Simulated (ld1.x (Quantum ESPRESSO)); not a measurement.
**Bi, TM: configuration errors across variants**

| Property | Result |
| --- | --- |
| Element | bismuth (Bi) |
| Generator | ld1.x (Quantum ESPRESSO) 7.5 |
| Type | norm-conserving Troullier–Martins (Kleinman–Bylander form) |
| Functional | revPBE |
| Relativity | fully relativistic |
| Frozen core | [Xe] 4f14 5d10 |
| Valence charge | 5 |
| Reference configuration | 6s2 6p3 |
| Partial waves | 6s (bound): rc 1.85 bohr; 6p (bound): rc 1.80 bohr |
| Local potential | all-electron potential smoothed inside 1.50 bohr (lloc = -1) |
| Core correction | none |

Open shells are filled in proportion to 2j + 1 (rel_dist='average').

All-electron excitation energies from the reference (eV): (1) 6s2 6p2 7.987; (2) 6s2 6p1 23.312; (3) 6s2 6p0 46.740; (4) 6s2 6p2.5 3.134; (5) 6s0 6p5 20.004; (6) 6s1 6p3 18.578; (7) 6s1 6p4 9.849.

2 further variants failed, have other tests or another functional or relativity, and are left out.

A true bound ghost makes a file unfit for plane-wave use even where its test errors are small: the radial tests pick states by their node count and pass the ghost by.

The file “local potential the p channel” misses its own reference levels by 1.6 eV.

Errors AE − PS in meV (a dash: test not solved or not reliable):

| change | (1) | (2) | (3) | (4) | (5) | (6) | (7) | bound ghosts |
| --- | --- | --- | --- | --- | --- | --- | --- | --- |
| base | -6.8 | -23 | +40 | -1.4 | +144 | -19 | +24 | s, p3/2, d, p1/2 |
| local potential the p channel | +362 | +870 | +1619 | +164 | -417 | +49 | -277 | s |
| wave 6p (bound): rc 1.80 bohr becomes 6p (bound): rc 2.04 bohr | -6.6 | -31 | -15 | -1.3 | +48 | -15 | +9.0 | s, p3/2, d, p1/2 |
| local potential all-electron potential smoothed inside 1.52 bohr (lloc = -1) | -8.0 | -26 | +40 | -1.7 | +127 | -30 | +19 | s, p3/2, d, p1/2 |

Give the same row for: all radii scaled by about 0.85 (s 1.58, p 1.54 bohr); local potential all-electron potential smoothed inside 1.28 bohr (lloc = -1).

-4.9, -16, +91, -0.9, +217, +6.1, +51; bound ghosts: s, p3/2, p1/2, d.
